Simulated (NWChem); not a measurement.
System: SiP₂H₆O; SMILES P[SiH](O)P

```xyz
10

Si     0.3963    -0.0192    -0.3421
O      1.7958    -0.2921     0.5271
P     -0.7962     1.8094     0.2686
P     -0.9035    -1.8105     0.0964
H      0.7087     0.1617    -1.7969
H      2.4970     0.3598     0.4307
H     -0.5711     1.5962     1.6631
H      0.3136     2.7003     0.1241
H     -1.8013    -1.4884    -0.9690
H     -0.1190    -2.6932    -0.7084
```
Atoms are numbered in this order, from 1.

Program: NWChem. Pople sets run with spherical d functions. The geometry was optimised at PBE0/def2-SVP. Vzz is the largest principal value of the second derivative of the potential at the nucleus (NWChem prints the opposite sign); η is the asymmetry. Non-relativistic.

```json
[
 {"level": "CAM-B3LYP/6-31G*", "Vzz O2 (a.u.)": "1.384", "η O2": "0.64"},
 {"level": "CAM-B3LYP/def2-TZVP", "Vzz O2 (a.u.)": "[?]", "η O2": "0.61"},
 {"level": "B3LYP/cc-pVTZ", "Vzz O2 (a.u.)": "1.417", "η O2": "0.62"},
 {"level": "B3LYP/def2-SVP", "Vzz O2 (a.u.)": "1.453", "η O2": "0.62"}
]
```

### Question
Fill in the missing entries.

### Answer

- CAM-B3LYP/def2-TZVP, Vzz O2 (a.u.): 1.406
